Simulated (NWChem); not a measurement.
System: C2H6BFO; SMILES CB(O)CF

Here is an NWChem input.

```
start job
memory heap 200 mb stack 900 mb global 1100 mb
geometry units angstroms noautosym nocenter noautoz
  C     -0.626431     1.957652     0.004307
  B      0.057380     0.540293    -0.007298
  O      1.409013     0.427613    -0.004119
  C     -0.764481    -0.827066    -0.012035
  F      0.147308    -1.911275     0.009274
  H      0.099108     2.765190    -0.137437
  H     -1.400921     2.048178    -0.769135
  H     -1.136459     2.131343     0.962994
  H      1.639351    -0.520020     0.001149
  H     -1.393242    -0.938380    -0.906565
  H     -1.426438    -0.930327     0.858998
end
basis spherical
  * library 6-31g*
end
dft
  xc b3lyp
  iterations 150
end
property
  shielding
end
task dft property
```

Excerpt of the output:

```
             Northwest Computational Chemistry Package (NWChem) 7.3.0
             --------------------------------------------------------

                             Geometry "geometry" -> ""
                             -------------------------

 Output coordinates in angstroms (scale by  1.889725989 to convert to a.u.)

  No.       Tag          Charge          X              Y              Z
 ---- ---------------- ---------- -------------- -------------- --------------
    1 C                    6.0000    -0.62643100     1.95765200     0.00430700
    2 B                    5.0000     0.05738000     0.54029300    -0.00729800
    3 O                    8.0000     1.40901300     0.42761300    -0.00411900
    4 C                    6.0000    -0.76448100    -0.82706600    -0.01203500
    5 F                    9.0000     0.14730800    -1.91127500     0.00927400
    6 H                    1.0000     0.09910800     2.76519000    -0.13743700
    7 H                    1.0000    -1.40092100     2.04817800    -0.76913500
    8 H                    1.0000    -1.13645900     2.13134300     0.96299400
    9 H                    1.0000     1.63935100    -0.52002000     0.00114900
   10 H                    1.0000    -1.39324200    -0.93838000    -0.90656500
   11 H                    1.0000    -1.42643800    -0.93032700     0.85899800

 Effective nuclear repulsion energy (a.u.)     167.1664732795

                              NWChem Property Module
                              ----------------------

  itol2e modified to match energy
  convergence criterion.

                                 NWChem DFT Module
                                 -----------------

 Summary of "ao basis" -> "ao basis" (spherical)
 ------------------------------------------------------------------------------
       Tag                 Description            Shells   Functions and Types
 ---------------- ------------------------------  ------  ---------------------
 C                           6-31g*                  6       14   3s2p1d
 B                           6-31g*                  6       14   3s2p1d
 O                           6-31g*                  6       14   3s2p1d
 F                           6-31g*                  6       14   3s2p1d
 H                           6-31g*                  2        2   2s

  itol2e modified to match energy
  convergence criterion.

            General Information
            -------------------
          SCF calculation type: DFT
          Wavefunction type:  closed shell.
          No. of atoms     :    11
          No. of electrons :    40
           Alpha electrons :    20
            Beta electrons :    20
          Charge           :     0
          Spin multiplicity:     1
          Use of symmetry is: off; symmetry adaption is: off
          Maximum number of iterations: 150
          AO basis - number of functions:    82
                     number of shells:    42
          Convergence on energy requested:  1.00D-07
          Convergence on density requested:  1.00D-05
          Convergence on gradient requested:  5.00D-04

              XC Information
              --------------
                         B3LYP Method XC Potential
                     Hartree-Fock (Exact) Exchange  0.200
                        Slater Exchange Functional  0.800 local
                    Becke 1988 Exchange Functional  0.720 non-local
              Lee-Yang-Parr Correlation Functional  0.810
                  VWN I RPA Correlation Functional  0.190 local

[...]

          -----------------------------------------
          Chemical Shielding Tensors (GIAO, in ppm)
          -----------------------------------------

                                NWChem CPHF Module
                                ------------------

  scftype          =     RHF
  nclosed          =       20
  nopen            =        0
  variables        =     1240
  # of vectors     =        3
  tolerance        = 0.10D-03
  level shift      = 0.00D+00
  max iterations   =       50
  max subspace     =       30

 SCF residual:    1.7593062408646559E-004

Iterative solution of linear equations
  No. of variables     1240
  No. of equations        3
  Maximum subspace       30
        Iterations       50
       Convergence  1.0D-04

   iter   nsub   residual    time
   ----  ------  --------  ---------
     1      3    4.51D-01      39.1
     2      6    2.72D-02      43.5
     3      9    8.15D-04      48.3
     4     12    4.66D-05      52.8

      Atom:    1  C
        Diamagnetic
    249.9937     -3.5216      0.1121
     -3.5216    255.9715      0.0189
      0.1121      0.0189    247.6702

        Paramagnetic
    -71.3840      1.5683      0.4270
      1.5683    -58.5353     -1.1284
      0.4270     -1.1284    -54.7091

        Total Shielding Tensor
    178.6097     -1.9533      0.5391
     -1.9533    197.4363     -1.1095
      0.5391     -1.1095    192.9611

           isotropic =     189.6690
          anisotropy =      12.3595

          Principal Components and Axis System
                 1           2           3
              197.9087    192.7016    178.3968

      1        -0.1043      0.0053      0.9945
      2         0.9680      0.2302      0.1003
      3        -0.2284      0.9731     -0.0292

      Atom:    2  B
        Diamagnetic
    197.4182      0.0791      0.0427
      0.0791    205.2715      0.0734
      0.0427      0.0734    180.5249

        Paramagnetic
   -167.1696     -3.2422     -0.3883
     -3.2422   -149.1304      0.0158
     -0.3883      0.0158    -69.2200

        Total Shielding Tensor
     30.2486     -3.1630     -0.3456
     -3.1630     56.1411      0.0892
     -0.3456      0.0892    111.3049

           isotropic =      65.8982
          anisotropy =      68.1125

          Principal Components and Axis System
                 1           2           3
              111.3066     56.5216     29.8665

      1        -0.0043     -0.1195      0.9928
      2         0.0019      0.9928      0.1195
      3         1.0000     -0.0024      0.0041

      Atom:    3  O
        Diamagnetic
    403.5703    -10.0204      0.1532
    -10.0204    390.9705     -0.1141
      0.1532     -0.1141    375.2654

        Paramagnetic
   -252.1508     39.4779     -0.3900
     39.4779   -384.0434     -0.6297
     -0.3900     -0.6297    -37.6970

        Total Shielding Tensor
    151.4195     29.4575     -0.2368
     29.4575      6.9271     -0.7438
     -0.2368     -0.7438    337.5684

           isotropic =     165.3050
          anisotropy =     258.3984

          Principal Components and Axis System
                 1           2           3
              337.5706    157.1934      1.1510

      1        -0.0017      0.9813     -0.1924
      2        -0.0024      0.1924      0.9813
      3         1.0000      0.0021      0.0020

      Atom:    4  C
        Diamagnetic
    248.4819     -2.3731      0.0907
     -2.3731    253.5036     -0.1814
      0.0907     -0.1814    240.5178

        Paramagnetic
   -132.1196    -39.1100      1.2186
    -39.1100   -105.4062     -1.2582
      1.2186     -1.2582   -164.6955

        Total Shielding Tensor
    116.3623    -41.4831      1.3094
    -41.4831    148.0974     -1.4396
      1.3094     -1.4396     75.8224

           isotropic =     113.4274
          anisotropy =      94.8804

          Principal Components and Axis System
                 1           2           3
              176.6810     87.8213     75.7798

      1        -0.5668      0.8233     -0.0288
      2         0.8236      0.5671      0.0034
      3        -0.0191      0.0218      0.9996

      Atom:    5  F
        Diamagnetic
    475.3157    -11.9888      0.4049
    -11.9888    478.1109     -0.3119
      0.4049     -0.3119    455.9865

        Paramagnetic
    -34.6949     22.7152     -0.6533
     22.7152    -13.8212     -0.5308
     -0.6533     -0.5308     35.2734

        Total Shielding Tensor
    440.6208     10.7264     -0.2484
     10.7264    464.2896     -0.8427
     -0.2484     -0.8427    491.2599

           isotropic =     465.3901
          anisotropy =      38.8551

          Principal Components and Axis System
                 1           2           3
              491.2935    468.3939    436.4830

      1        -0.0126      0.3597      0.9330
      2        -0.0362      0.9323     -0.3599
      3         0.9993      0.0383     -0.0013

      Atom:    6  H
        Diamagnetic
     29.9978      5.9095     -1.1020
      5.9095     36.6154     -1.5708
     -1.1020     -1.5708     24.0245

        Paramagnetic
      1.9199     -2.7112      0.5125
     -2.7112     -1.6747      0.5494
      0.5125      0.5494      4.1279

        Total Shielding Tensor
     31.9177      3.1983     -0.5895
      3.1983     34.9407     -1.0214
     -0.5895     -1.0214     28.1525

           isotropic =      31.6703
          anisotropy =       8.1767

          Principal Components and Axis System
                 1           2           3
               37.1214     29.8930     27.9964

      1         0.5298      0.8467      0.0482
      2         0.8380     -0.5314      0.1236
      3        -0.1303      0.0251      0.9912

      Atom:    7  H
        Diamagnetic
     31.9265     -2.8592      7.3737
     -2.8592     27.5847     -1.9216
      7.3737     -1.9216     30.5405

        Paramagnetic
      0.7279      2.1303     -3.2103
      2.1303      2.8745      0.8698
     -3.2103      0.8698      2.1801

[...]
```

Level: B3LYP/6-31G* (spherical d), GIAO. All runs use the structure optimised with B3LYP/6-31G* (spherical d). The printed shielding anisotropy is the first printed principal value minus the mean of the other two.
